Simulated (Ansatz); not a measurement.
Relaxed structures of HSeSO (charge -1), closed shell (PBE0-D4/def2-TZVPD; forces vanish, vibrations not checked; lower isomers may exist, and structures with a doubtful reference or unclear bonds are left out; Å). Ansatz 0.2.0; basis: def2-TZVPPD; cores frozen in the correlated methods. Filled d shells of the heavier atoms are correlated. The def2 sets are not built for correlating such inner shells, so the correlated values are less sure here.

Question: Rank them by CCSD(T) energy, lowest first, and give each one's height above the lowest. Links in brackets join atoms within 1.22 times the sum of their covalent radii (1.1 for two metals). (An estimate is asked for; the value comes from the calculation.)
A.
HSeSO ([O][S][SeH]), total charge -1
```
4
angstrom
O 1.2546 -0.7100 1.3269
S 0.0309 -1.0282 0.4640
Se -0.8702 0.8360 -0.4681
H -0.0217 1.0272 -1.6793
```
B.
HSeSO ([OH][Se][S]), total charge -1
```
4
angstrom
O -0.9240 0.6436 -0.4525
S 1.5198 -0.5141 1.2314
Se -0.3633 -0.9656 0.3154
H -0.2325 0.8361 -1.0943
```
C.
HSeSO ([OH][S][Se]), total charge -1
```
4
angstrom
O -0.9050 0.5839 -0.4234
S -0.4004 -0.8954 0.2671
Se 1.5144 -0.4933 1.2098
H -0.2091 0.8048 -1.0535
```

Answer: Computed: B (0.0 kJ/mol), C (6.2 kJ/mol), A (65.1 kJ/mol). Heights count from the lowest.

The T1 diagnostic stays at or below 0.018.

For scale, one of the runs: CCSD(T)/def2-TZVPPD, 165 basis functions, launched by `ansatz run in.yaml --threads 2 --pin off --events-out ev --progress --plain --max-ram 4352MiB`. Hardware: 2 CPU threads of an Intel Xeon 6975P-C, shared host. Wall time 17 s; peak host memory 1.4 GiB.
